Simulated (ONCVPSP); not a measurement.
Cu (Z = 29), ONCV: configuration errors across variants

copper, optimised norm-conserving Vanderbilt (ONCV), made with ONCVPSP 4.0.1 (LDA (Perdew-Wang 92), scalar-relativistic). Core [Ne], reference 3s2 3p6 3d10 (charge +1). Waves: 3s: rc 0.95 bohr, ncon 4, nbas 7, qcut 16.7 1/bohr, 3 projectors, debl 1.6 Ha; 3p: rc 1.10 bohr, ncon 4, nbas 8, qcut 13.8 1/bohr, 1 projector; 3d: rc 1.50 bohr, ncon 4, nbas 8, qcut 8.6 1/bohr, 2 projectors, debl 3.2 Ha. Local part: polynomial inside 0.60 bohr (lpopt 5, dvloc0 -1 Ha). Core correction: Teter function, fcfact 4, rcfact 1.6.

In the s channel the program set the typed energies aside and used -4.514, 0.250, 1.850 Ha.

All-electron excitation energies from the reference (eV): (1) 3s2 3p6 3d10 4s1 -8.429; (2) 3s2 3p6 3d9 21.689; (3) 3s2 3p6 3d8 61.059; (4) 3s2 3p5 3d10 4s1 71.039.

3 further variants failed, have other tests or another functional or relativity, and are left out.

Errors AE − PS in meV (a dash: test not solved or not reliable):

```tsv
change	(1)	(2)	(3)	(4)	bound ghosts	GHOST(+) flags above zero
base	+7.8	+38	+321	-351	none	s
p: nproj 3	+7.8	+38	+318	-356	none	s
core correction Teter function, fcfact 4, rcfact 1.18	+7.9	+38	+321	-346	none	s
p: ncon 3, nbas 7	+7.8	+38	+321	-348	none	s
local potential polynomial inside 0.95 bohr (lpopt 5, dvloc0 1 Ha)	+7.8	+36	+313	-354	none	none
p: qcut 8.5	+7.8	+38	+318	-307	none	s
```

Give the same row for: local potential polynomial inside 0.60 bohr (lpopt 5, dvloc0 5 Ha).

+7.8, +37, +318, -351; bound ghosts: none; GHOST(+) flags above zero: s.
